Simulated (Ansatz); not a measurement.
Species: sum formula SnOCl, net charge 0, doublet state. It need not be the lowest isomer of its formula. 
Coordinates optimised at B3LYP-D3(BJ)/def2-TZVP (Ansatz, a first-principles code):
```
Sn
O 1 1.9919
Cl 1 2.3869 2 95.91
```
Charge 0, spin multiplicity 2.

Wanted: vertical ionisation energy (to the triplet state of charge +1; each state is the SCF solution reached for its spin; the UHF <S^2> is 2.10 for the triplet (pure: 2.00); for the triplet T1 is 0.046), in eV. Valence correlation only, unless marked. Open shells are spin-unrestricted. Spin-orbit coupling is left out. Frozen are the shells of the preceding noble gas and the d and f shells that filled before the atom's block. In def2 rows, elements after Kr have scalar-relativistic effective core potentials. CBS(X,Y): correlation extrapolated as X^-3; Hartree-Fock from the larger set. The bracket is a focal-point correction in the basis named.

```
level               program  vertical ionisation energy (eV)
------------------  -------  -------------------------------
B3LYP/def2-TZVPD     Ansatz                            10.22
wB97X-V/def2-TZVPD   Ansatz                            10.33
RI-MP2/def2-QZVPPD   Ansatz                            10.48
SCS-MP2/def2-SVPD    Ansatz                            10.36
```

What does RI-MP2/CBS(def2-TZVPPD,def2-QZVPPD)+[CCSD(T)-MP2]/def2-TZVPPD (Ansatz) give?

10.26 eV, so SCS-MP2/def2-SVPD differs from it by 0.10 eV.
